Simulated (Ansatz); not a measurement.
CH3AlNSi, SMILES `N#[C][Al-][SiH3]` (lower singlet) (charge -1, multiplicity 1). This singlet lies 0.77 eV below the relaxed triplet at the level frozen-core CCSD(T)/aug-cc-pVTZ // B3LYP-D3(BJ)/def2-TZVPD (Ansatz, an electronic-structure program).

Cartesian coordinates (Å):
```xyz
7

N      3.0431     0.4589     0.1273
C      2.1575    -0.2091    -0.2188
Al     0.7779    -1.5769    -0.9144
Si    -1.1236     0.0331    -0.1922
H     -1.1383     1.3887    -0.8522
H     -1.1956     0.3705     1.2757
H     -2.5211    -0.4651    -0.4675
```
Charge -1, spin multiplicity 1.

The restricted HF start is unstable towards unrestricted orbitals.

Problem. Give the natural occupations of the active orbitals, the CASSCF energy and the corrected energy for Ansatz with frozen-core fic-MRCISD+Q@CASSCF(2e,2o)/aug-cc-pVTZ // B3LYP-D3(BJ)/def2-TZVPD.

Solution. 
```
Quantity                       Result
-----------------------  ------------
natural occupations        1.94, 0.06
CASSCF energy            -625.0135 Ha
corrected energy         -625.5722 Ha
weight of the reference         0.849
```
